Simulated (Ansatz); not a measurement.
Reactions of `CBr`.

Computed with Ansatz on PBE0-D4/def2-TZVP structures; ΔE is electronic, products minus reactants. CCSD(T)/CBS adds triple-zeta CCSD(T) − MP2 to the extrapolated MP2 energy (def2 sets, frozen cores). This one scheme is used for every species, atoms too. DFT in def2-TZVPP. B3LYP here is the variant with VWN-RPA as its local correlation; programs differ in this. Open shells (•) are unrestricted, without spin–orbit coupling. Spin–orbit coupling would lower the free atoms: a little for C, Cl; clearly for Br. def2 core potentials past Kr. Bonds to Br, Ge, Te are less sure, by a few kJ/mol each and by 10 to 20 or more in all where they break to atoms, as the def2 sets lack core-valence functions. Scalar relativity is left out up to krypton.

| reaction | revPBE-D4 (kcal/mol) | ωB97M-V (kcal/mol) | B3LYP-D4 (kcal/mol) | PBE-D4 (kcal/mol) | CCSD(T)/CBS(def2) (kcal/mol) |
| --- | --- | --- | --- | --- | --- |
| `CBr` + `[OH]`• → `[CH2]Br`• + H₂O | -17.7 | -15.8 | -16.0 | -19.9 | -17.7 |
| `CBr` → HBr + `[CH2]` (triplet) | 99.0 | 100.9 | 99.1 | 102.2 | 100.3 |
| `CBr` + `[CH3]`• → `[CH2]Br`• + CH₄ | -5.9 | -4.7 | -5.1 | -6.5 | -4.1 |
| `CBr` → Br• + C• + 3 H• | 381.9 | 383.7 | 383.8 | 390.1 | 386.0 |
| `CBr` → `[CH2]Br`• + H• | 102.9 | 108.1 | 106.3 | 103.9 | 108.8 |
| `CBr` + H• → `[CH2]Br`• + H₂ | -2.9 | -0.6 | -4.1 | -0.8 | -1.3 |
| `CBr` + `[SiH3]`• → `[CH2]Br`• + SiH₄ | 12.5 | 10.8 | 10.7 | 12.6 | 11.6 |
| `CBr` + Cl• → `[CH2]Br`• + HCl | -1.5 | 0.9 | 1.2 | -2.5 | 1.1 |
| `CBr` → Br• + `[CH3]`• | 76.0 | 76.1 | 73.3 | 79.6 | 78.4 |
| `CBr` + `[GeH3][TeH]` → `[CH3][GeH2][TeH]` + HBr | -11.1 | -11.8 | -11.1 | -11.3 | -12.8 |

Largest T1 diagnostic: 0.015, for `[SiH3]`•.
